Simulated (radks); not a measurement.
Values are calculated unless marked as measured or tabulated.
Problem. Ionisation of the chromium ion Cr8+, [Ne] 3s2 3p4, to [Ne] 3s2 3p3 as the strength of local exchange is varied. Code: a radial shooting solver on a logarithmic mesh with Libxc functionals. Model: scalar-relativistic Kohn-Sham, Slater X-alpha exchange (alpha = 2/3 is LDA exchange), no correlation, spin-polarised, spherical densities, finite nucleus; open shells are filled with parallel spins first; Fermi nuclear charge, rms radius 3.6452 fm.

| alpha | E(Cr8+) (hartree) | exchange (hartree) | IE (eV) | -e of the level emptied (eV) | <r> of it (bohr) |
|---|---|---|---|---|---|
| 0.667 | -1024.66471 | -39.67638 | 206.99 | 194.82 (3p) | 0.8330 |
| 0.686 | -1025.79608 | -40.83926 | 207.64 | 195.49 (3p) | 0.8317 |
| 0.755 | -1029.91238 | -45.07754 | 209.98 | 197.93 (3p) | 0.8272 |
| 0.798 | -1032.48366 | -47.73086 | 211.45 | 199.47 (3p) | 0.8245 |
| 0.963 | -1042.39324 | -57.99824 | 217.14 | 205.41 (3p) | 0.8140 |
| ? | -1039.86432 | -55.37177 | 215.68 | 203.89 (3p) | 0.8167 |

Which alpha was used in the last row?

Solution. alpha = 0.921. NIST Atomic Spectra Database: 209.5 eV (semi-empirical). The Delta-SCF value meets it near alpha = 0.74. Open shells are spherical and high-spin; term and fine-structure splittings are not resolved.
